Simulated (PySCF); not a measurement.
Record of a relaxation.

Compound: C2H9ClSi2.
Bonds: Si1–C2, C2–C3, C3–Si4, Si4–Cl5. Hydrogens: H6, H7, H8 on Si1; H9, H10 on C2; H11, H12 on C3; H13, H14 on Si4.

Method: PBE0-D3(BJ)/def2-SVP geometry optimisation, gas phase (PySCF); density fitting, grid level 1; the optimiser is geomeTRIC in internal coordinates, started from a GFN2-xTB structure with every atom displaced at random (about 0.01 Å). 5 of its 9 geometries are shown. The frame can shift and turn from step to step; on so coarse a grid that alone can change the energy by a few meV, and forces under 0.02 eV/Å are noise.

Step 0: E = -30476.2225 eV, largest atomic force 2.555 eV/Å
```
atom  x, y, z in Å  |  force x, y, z in eV/Å
Si1    -1.702   -0.070    0.924    0.009   0.283  -0.774
C2     -0.598   -0.885   -0.363    0.707   0.479   0.655
C3      0.368    0.055   -1.079    1.067  -0.227   1.107
Si4     1.832    0.741    0.006   -2.472   0.156  -0.624
Cl5     2.592   -0.781    1.071    0.624  -1.083   0.742
H6     -2.736   -1.011    1.343   -0.470  -0.422   0.292
H7     -0.944    0.406    2.080    0.321   0.152   0.511
H8     -2.364    1.112    0.286   -0.046   0.049   0.042
H9     -1.226   -1.351   -1.098   -0.749  -0.536  -0.643
H10    -0.037   -1.691    0.127    0.049  -0.208   0.090
H11    -0.173    0.889   -1.497   -0.285   0.773  -0.413
H12     0.841   -0.478   -1.908    0.180  -0.091  -0.359
H13     2.827    1.292   -0.855    0.994   0.532  -0.720
H14     1.313    1.758    0.955    0.071   0.143   0.095
```

Step 2: E = -30476.4206 eV, largest atomic force 0.348 eV/Å
```
atom  x, y, z in Å  |  force x, y, z in eV/Å
Si1     1.333    0.562    1.749   -0.009   0.025   0.046
C2      2.477   -0.240    0.478   -0.028  -0.030  -0.060
C3      3.468    0.703   -0.213   -0.061   0.057   0.018
Si4     4.798    1.449    0.881    0.198  -0.258   0.124
Cl5     5.654   -0.108    1.994   -0.102   0.232  -0.154
H6      0.294   -0.413    2.201    0.013  -0.015  -0.011
H7      2.099    1.029    2.946   -0.003   0.000  -0.008
H8      0.647    1.748    1.144    0.003  -0.002   0.000
H9      1.830   -0.726   -0.274    0.020   0.019   0.013
H10     3.021   -1.059    0.981    0.002   0.010   0.013
H11     2.941    1.547   -0.697    0.018  -0.014  -0.005
H12     4.002    0.179   -1.025   -0.002  -0.022  -0.008
H13     5.870    2.063    0.045   -0.017  -0.003   0.021
H14     4.282    2.458    1.847   -0.031   0.000   0.011
```

Step 4: E = -30476.4243 eV, largest atomic force 0.031 eV/Å
```
atom  x, y, z in Å  |  force x, y, z in eV/Å
Si1     1.332    0.566    1.758    0.003  -0.004  -0.012
C2      2.471   -0.234    0.479    0.011   0.025   0.015
C3      3.465    0.705   -0.214    0.013  -0.014  -0.011
Si4     4.808    1.437    0.875   -0.013   0.003   0.024
Cl5     5.681   -0.104    1.963    0.007  -0.012  -0.004
H6      0.304   -0.423    2.206   -0.001  -0.001   0.005
H7      2.099    1.034    2.953    0.001  -0.001   0.004
H8      0.637    1.749    1.157   -0.003  -0.001   0.006
H9      1.823   -0.716   -0.272   -0.010  -0.007  -0.006
H10     3.014   -1.052    0.982   -0.005  -0.004  -0.002
H11     2.945    1.554   -0.695    0.001   0.010  -0.003
H12     3.990    0.176   -1.030   -0.010  -0.006  -0.002
H13     5.869    2.069    0.042    0.001   0.014  -0.012
H14     4.279    2.432    1.851    0.005  -0.003  -0.001
```

Step 6: E = -30476.4238 eV, largest atomic force 0.084 eV/Å
```
atom  x, y, z in Å  |  force x, y, z in eV/Å
Si1     1.333    0.568    1.770   -0.002  -0.005   0.004
C2      2.468   -0.227    0.484   -0.014   0.002  -0.003
C3      3.460    0.708   -0.215   -0.005  -0.002   0.004
Si4     4.815    1.429    0.867   -0.018   0.050  -0.065
Cl5     5.718   -0.123    1.906    0.019  -0.036   0.018
H6      0.314   -0.427    2.223    0.005   0.001   0.001
H7      2.103    1.039    2.962    0.002  -0.002   0.001
H8      0.627    1.747    1.175    0.001   0.001   0.002
H9      1.813   -0.710   -0.263    0.008   0.005   0.007
H10     3.010   -1.048    0.984    0.001  -0.002  -0.005
H11     2.940    1.563   -0.686    0.005  -0.004   0.004
H12     3.971    0.180   -1.040    0.003   0.006   0.010
H13     5.853    2.090    0.024   -0.009  -0.004   0.012
H14     4.293    2.404    1.867    0.004  -0.009   0.010
```

Step 8: E = -30476.4239 eV, largest atomic force under 0.02 eV/Å
```
atom  x, y, z in Å  |  force x, y, z in eV/Å
Si1     1.336    0.566    1.777   -0.001   0.001   0.005
C2      2.467   -0.227    0.486   -0.003  -0.004   0.000
C3      3.455    0.712   -0.216   -0.010   0.009   0.004
Si4     4.815    1.431    0.859    0.006   0.001  -0.008
Cl5     5.727   -0.130    1.884    0.000   0.004  -0.007
H6      0.320   -0.431    2.233    0.002  -0.002   0.001
H7      2.109    1.037    2.967    0.003  -0.002   0.000
H8      0.626    1.743    1.185    0.001   0.000   0.003
H9      1.810   -0.709   -0.258    0.001   0.002   0.000
H10     3.013   -1.048    0.982    0.002   0.001  -0.002
H11     2.931    1.567   -0.683    0.001   0.000  -0.003
H12     3.963    0.185   -1.044    0.001  -0.002   0.001
H13     5.847    2.097    0.014   -0.002   0.000   0.000
H14     4.301    2.398    1.870   -0.001  -0.006   0.006
```

**Question.** Summarise the path.

**Answer.** The energy falls by 19.42 kJ/mol from step 0 to step 8; nine tenths of that is first reached at step 2. It rises by more than 0.2 meV at step 5. The largest force goes from 2.555 to under 0.02 eV/Å. Among the bonds Si4–Cl5 changes most, from 2.007 to 2.078 Å; the atoms move by 0.057 Å rms after alignment.

**Question.** Follow the three bonds and two angles with the largest change from start to end.

**Answer.** 
```json
{"step": "0", "E above end (kJ/mol)": "19.42", "largest force (eV/Å)": "2.555", "Si4–Cl5 (Å)": "2.007", "C3–Si4 (Å)": "1.947", "Si4–H13 (Å)": "1.426", "C3–Si4–H14 (°)": "109.6", "Cl5–Si4–H13 (°)": "110.4"}
{"step": "1", "E above end (kJ/mol)": "2.02", "largest force (eV/Å)": "0.678", "Si4–Cl5 (Å)": "2.115", "C3–Si4 (Å)": "1.892", "Si4–H13 (Å)": "1.501", "C3–Si4–H14 (°)": "115.2", "Cl5–Si4–H13 (°)": "108.1"}
{"step": "2", "E above end (kJ/mol)": "0.31", "largest force (eV/Å)": "0.348", "Si4–Cl5 (Å)": "2.097", "C3–Si4 (Å)": "1.877", "Si4–H13 (Å)": "1.492", "C3–Si4–H14 (°)": "113.7", "Cl5–Si4–H13 (°)": "108.0"}
{"step": "3", "E above end (kJ/mol)": "-0.03", "largest force (eV/Å)": "0.108", "Si4–Cl5 (Å)": "2.082", "C3–Si4 (Å)": "1.877", "Si4–H13 (Å)": "1.489", "C3–Si4–H14 (°)": "112.9", "Cl5–Si4–H13 (°)": "107.9"}
{"step": "4", "E above end (kJ/mol)": "-0.04", "largest force (eV/Å)": "0.031", "Si4–Cl5 (Å)": "2.078", "C3–Si4 (Å)": "1.877", "Si4–H13 (Å)": "1.490", "C3–Si4–H14 (°)": "112.7", "Cl5–Si4–H13 (°)": "108.0"}
{"step": "5", "E above end (kJ/mol)": "-0.01", "largest force (eV/Å)": "0.087", "Si4–Cl5 (Å)": "2.075", "C3–Si4 (Å)": "1.878", "Si4–H13 (Å)": "1.491", "C3–Si4–H14 (°)": "112.6", "Cl5–Si4–H13 (°)": "108.1"}
{"step": "6", "E above end (kJ/mol)": "0.01", "largest force (eV/Å)": "0.084", "Si4–Cl5 (Å)": "2.075", "C3–Si4 (Å)": "1.878", "Si4–H13 (Å)": "1.491", "C3–Si4–H14 (°)": "112.6", "Cl5–Si4–H13 (°)": "108.1"}
{"step": "7", "E above end (kJ/mol)": "0.00", "largest force (eV/Å)": "0.028", "Si4–Cl5 (Å)": "2.078", "C3–Si4 (Å)": "1.878", "Si4–H13 (Å)": "1.491", "C3–Si4–H14 (°)": "112.8", "Cl5–Si4–H13 (°)": "108.2"}
{"step": "8", "E above end (kJ/mol)": "0.00", "largest force (eV/Å)": "under 0.02", "Si4–Cl5 (Å)": "2.078", "C3–Si4 (Å)": "1.877", "Si4–H13 (Å)": "1.491", "C3–Si4–H14 (°)": "112.8", "Cl5–Si4–H13 (°)": "108.1"}
```

The cost below is that of the whole optimisation. The run took 56 s wall on one thread, Arm Neoverse V1 (aarch64) (shared host), and the process peaked at 0.54 GiB of memory.
